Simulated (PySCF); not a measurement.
Computed IR spectrum (relative IR intensity) of a molecule C2H5BF2O. The structure is a stationary point at PBE-D3(BJ)/def2-SVP. One conformer was computed; it need not be the lowest. Computed with PBE-D3(BJ)/def2-SVP run with PySCF. No scaling factor is applied to the harmonic values.

ν (cm⁻¹): 139 (vw), 251 (vw), 451 (w), 555 (w), 853 (w), 1014 (w), 1078 (m), 1145 (w), 1241 (s), 1347 (vs), 1375 (s), 1423 (vw), 1483 (vs), 2933 (w), 2966 (m), 2974 (w), 3059 (w), 3067 (w) (against the strongest line: vs over 80 %, s over 45 %, m over 15 %, w over 4 %, vw less)

Question: Pick the molecule that these values belong to.
A. COB(F)CF
B. C[C@@H](F)B(O)F
C. OCB(F)CF
D. C[C@H](O)B(F)F

Answer: A, COB(F)CF
